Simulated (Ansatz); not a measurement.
Geometry optimisation, RKS PBE0-D4/6-31G* (Ansatz).

Input file:

```yaml
crystal:
  periodic: [false, false, false]
  atoms:
    - { symbol: B, position_ang: [-0.9078, 1.5586, 0.0828] }
    - { symbol: B, position_ang: [-0.2402, 0.1275, 0.3061] }
    - { symbol: "N", position_ang: [-0.4843, -0.6146, 1.6012] }
    - { symbol: Si, position_ang: [0.9521, -0.623, -1.0934] }
    - { symbol: H, position_ang: [-0.7913, 2.181, -0.9601] }
    - { symbol: H, position_ang: [-1.6346, 2.0875, 0.9158] }
    - { symbol: H, position_ang: [-0.8274, -1.5475, 1.379] }
    - { symbol: H, position_ang: [0.5297, -0.7701, 2.0247] }
    - { symbol: H, position_ang: [-0.6776, -0.70961, -0.38442] }
    - { symbol: H, position_ang: [1.4, -1.9335, -0.6201] }
    - { symbol: H, position_ang: [1.9893, 0.2753, -1.349] }
basis:
  gaussian: { orbitals: "6-31G*" }
hamiltonian:
  xc: pbe0
  dispersion: d4
relax:
  f_tol: 0.02
  max_steps: 50
```

Launched with:

```bash
$ ansatz run input.yaml --threads 1 --pin off --max-ram 2048MiB --backend cpu --events-out ev --progress --plain --runs-dir out
```

Problem. Where does it end, and by what steps?

Solution. The run converged. The force dipped under the threshold on the way, but the program's further checks kept it going. After 28 steps the energy has fallen by 4.918 eV; H9 moved furthest, 2.05 Å. Parted: B2–H9. Joined: Si4–H9.

```tsv
step	energy less start (eV)	largest force component (eV/Å)	accepted
0	0.0000	3.597	yes
1	-1.6060	2.674	yes
2	-2.3694	1.026	yes
3	-2.7557	0.820	yes
4	-3.0525	1.048	yes
5	-3.2574	1.034	yes
6	-3.4092	1.446	yes
7	-3.6999	0.815	yes
8	-3.9702	0.777	yes
9	-4.1678	0.969	yes
10	-4.3902	1.076	yes
11	-4.5762	0.939	yes
12	-4.6948	0.791	yes
13	-4.8012	0.521	yes
14	-4.8738	0.267	yes
15	-4.9045	0.121	yes
16	-4.8605	0.506	no
17	-4.9118	0.080	yes
18	-4.9116	0.207	no
19	-4.9121	0.137	yes
20	-4.9135	0.040	yes
21	-4.9144	0.011	yes
22	-4.9152	0.062	yes
23	-4.9157	0.055	yes
24	-4.9165	0.012	yes
25	-4.9171	0.028	yes
26	-4.9174	0.047	yes
27	-4.9175	0.036	yes
28	-4.9178	0.018	yes
```

```xyz
11
Properties=species:S:1:pos:R:3
B -1.115 1.490 0.174
B -0.353 0.070 0.555
N -0.470 -0.763 1.667
Si 0.982 -0.530 -0.877
H -2.098 1.520 -0.519
H -0.634 2.562 0.441
H -1.098 -0.577 2.437
H 0.063 -1.612 1.790
H 0.311 -0.868 -2.169
H 1.702 -1.762 -0.415
H 2.017 0.502 -1.181
```

The run took 110 s on 1 thread of Intel(R) Xeon(R) Processor @ 2.70GHz (shared host), peak memory 0.17 GiB.
